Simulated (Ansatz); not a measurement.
Consider the formal exchange of groups at the Si–B bond: `S[SiH2]BCl` + `O=CCCl` → `S[SiH2]Cl` + `O=CCBCl`.

Program: Ansatz. Geometries: PBE0-D4/def2-TZVP. ΔE: electronic, gas phase. CBS: MP2 limit from def2 TZ/QZ plus the TZ coupled-cluster correction, frozen cores. Functionals use def2-TZVPP. Each species was taken in one conformer, which may not be the lowest.

```
   level  ΔE (kJ/mol)
 BLYP-D4       -188.9
BHLYP-D4       -203.4
 ωB97X-V       -197.3
    BLYP       -190.9
```

**Question.** What does CCSD(T)/CBS give? (An estimate is asked.)

**Answer.** Computed: -198.3 kJ/mol. The listed levels differ from it by 9.4, -5.1, 1.0, 7.4 kJ/mol.

Largest T1 diagnostic among the species: 0.014.

At CCSD(T), def2-SVP lies +4.6 kJ/mol from the extrapolated value and def2-TZVPP +1.8 kJ/mol. Leaving LDA and LC-ωPBE aside and taking each functional with its dispersion term where it has one, the values, not all of them listed here, spread over 20.2 kJ/mol, from r2SCAN0-D4 to revPBE-D4. LDA lies −6.4 kJ/mol from PBE without D4.
